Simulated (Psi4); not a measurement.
GaI3, charge -1, doublet, at a GFN2-xTB geometry (such geometries of metal compounds can be far from the true shape) (a state made from the parent by changing its charge; the spin is typed, not shown lowest) (core potentials on I) (a gas-phase anion, which may not be bound at this level). Base run: BLYP/def2-SVP (Psi4).

Psi4 was given this input:
```
memory 2 GB

molecule {
-1 2
  Ga    0.25572674   -0.33979468   -0.64301781
  I    -2.13436533   -1.39059185    0.06621402
  I    -0.03735701    2.31738121   -1.05924224
  I     2.02214633   -0.72804153    1.36913298
}

set basis def2-svp
set reference uks

energy('blyp')
print_variables()
```

The base run was repeated with changes; each row names its change, and settings that it needs were set with it.

```
change                       E (Eh)  <S^2>  core-seconds (rough)
----------------------  -----------  -----  --------------------
base                    -2817.84334  0.751                    20
functional = m11        -2817.34727  0.757                    30
functional = cam-b3lyp  -2818.06965  0.756                    30
functional = b97m-v     -2817.53375  0.753                    50
functional = mn15       -2816.05148  0.754                    30
functional = tpssh      -2817.66014  0.753                    40
functional = m06        -2818.07713  0.754                    30
functional = wb97m-v    -2817.79372  0.756                    60
functional = svwn       -2815.86984  0.751                    20
functional = revpbe     -2817.92736  0.752                    10
functional = wb97x      -2818.10613  0.759                    20
functional = pw6b95     -2819.45449  0.753                    30
functional = bhhlyp     -2817.77882  0.756                    10
```

Totals shift with the method and basis; they matter in differences.

Open shells are given as the SCF converged; they aren't shown to be the lowest states, and a large step between rows can be another state.

A gas-phase anion may not be bound at this level; its values then depend on the basis.
